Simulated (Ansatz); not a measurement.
Question: Name a neutral molecule of C, Ge, N and H with HOMO energy (PBE0/def2-TZVPP) between -5.90 and -5.60 eV and HOMO–LUMO gap (ωB97M-V/def2-TZVPP) between 9.95 and 10.25 eV (Ansatz, PBE0-D4/def2-TZVP geometry).

Answer: `C[N](C)[Ge]([CH3])([CH3])[N](C)C` (-5.83 eV, 10.24 eV). Other molecules can fit too; these were computed, each in one conformer that needn't be the lowest.
